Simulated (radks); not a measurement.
The mean radii <r> (bohr) of the occupied orbitals of an atom or ion are listed with their occupations. Method: scalar-relativistic Kohn-Sham, PBE, spin-polarised, spherical densities, finite nucleus; Fermi nuclear charge, rms radius of each element as measured or else 0.836 A^(1/3) + 0.57 fm; computed with a radial shooting solver on a logarithmic mesh with Libxc functionals.

| orbital | occ. | <r> |
|---|---|---|
| 1s up | 1 | 0.01659 |
| 1s down | 1 | 0.01659 |
| 2s up | 1 | 0.06994 |
| 2s down | 1 | 0.06994 |
| 2p up | 3 | 0.06328 |
| 2p down | 3 | 0.06328 |
| 3s up | 1 | 0.1807 |
| 3s down | 1 | 0.1807 |
| 3p up | 3 | 0.1821 |
| 3p down | 3 | 0.1821 |
| 3d up | 5 | 0.1650 |
| 3d down | 5 | 0.1650 |
| 4s up | 1 | 0.3993 |
| 4s down | 1 | 0.3993 |
| 4p up | 3 | 0.4254 |
| 4p down | 3 | 0.4254 |
| 4d up | 5 | 0.4489 |
| 4d down | 5 | 0.4489 |
| 5s up | 1 | 0.9021 |
| 5s down | 1 | 0.9019 |
| 4f up | 7 | 0.4826 |
| 4f down | 7 | 0.4825 |
| 5p up | 3 | 1.040 |
| 5p down | 3 | 1.039 |
| 5d up | 5 | 1.478 |
| 5d down | 5 | 1.463 |
| 6s up | 1 | 2.507 |

Name the element and its charge. Open shells, if any, are filled with parallel spins first.

Answer. Z = 80, mercury, charge +1: Hg+ in [Xe] 4f14 5d10 6s1. The 1s radius gives Z: for a bare nucleus <r> = (2 gamma + 1)/(2Z) with gamma = sqrt(1 - (Z/c)^2), 0.0164 bohr for Z = 80, and screening makes it slightly larger (0.01659 here). The occupations add up to 79, and the charge is Z minus that.
